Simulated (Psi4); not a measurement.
Method: SAPT0/jun-cc-pVDZ, frozen core (Psi4).

Psi4 input:

```
molecule {
0 1
Ge 0.05041455 -0.04434541 0.93784344
Cl 1.07798863 1.30842212 -0.46742382
Cl -1.12840318 -1.26407671 -0.47041962
--
0 1
F 2.51541566 -0.97285213 0.71830946
H 2.64800613 -0.29971852 0.09865567
units angstrom
symmetry c1
no_reorient
no_com
}
set basis jun-cc-pvdz
set scf_type df
set freeze_core true
energy('sapt0')
```

Part of the output:

```
    SAPT Results
  --------------------------------------------------------------------------------------------------------
    Electrostatics                -22.47863377 [mEh]     -14.10555565 [kcal/mol]     -59.01764484 [kJ/mol]
      Elst10,r                    -22.47863377 [mEh]     -14.10555565 [kcal/mol]     -59.01764484 [kJ/mol]

    Exchange                       29.27874763 [mEh]      18.37269152 [kcal/mol]      76.87134130 [kJ/mol]
      Exch10                       29.27874763 [mEh]      18.37269152 [kcal/mol]      76.87134130 [kJ/mol]
      Exch10(S^2)                  28.99517522 [mEh]      18.19474714 [kcal/mol]      76.12682205 [kJ/mol]

    Induction                      -8.41690714 [mEh]      -5.28168897 [kcal/mol]     -22.09858666 [kJ/mol]
      Ind20,r                     -22.14247173 [mEh]     -13.89461078 [kcal/mol]     -58.13505151 [kJ/mol]
      Exch-Ind20,r                 17.16376985 [mEh]      10.77042819 [kcal/mol]      45.06347154 [kJ/mol]
      delta HF,r (2)               -3.43820527 [mEh]      -2.15750638 [kcal/mol]      -9.02700668 [kJ/mol]

    Dispersion                     -4.30994001 [mEh]      -2.70452819 [kcal/mol]     -11.31574593 [kJ/mol]
      Disp20                       -5.74550392 [mEh]      -3.60535814 [kcal/mol]     -15.08481847 [kJ/mol]
      Exch-Disp20                   1.43556392 [mEh]       0.90082996 [kcal/mol]       3.76907255 [kJ/mol]
      Disp20 (SS)                  -2.87275196 [mEh]      -1.80267907 [kcal/mol]      -7.54240924 [kJ/mol]
      Disp20 (OS)                  -2.87275196 [mEh]      -1.80267907 [kcal/mol]      -7.54240924 [kJ/mol]
      Exch-Disp20 (SS)              0.76406807 [mEh]       0.47945995 [kcal/mol]       2.00606044 [kJ/mol]
      Exch-Disp20 (OS)              0.67149585 [mEh]       0.42137001 [kcal/mol]       1.76301211 [kJ/mol]

  Total HF                         -1.61679329 [mEh]      -1.01455311 [kcal/mol]      -4.24489020 [kJ/mol]
  Total SAPT0                      -5.92673330 [mEh]      -3.71908129 [kcal/mol]     -15.56063612 [kJ/mol]
```
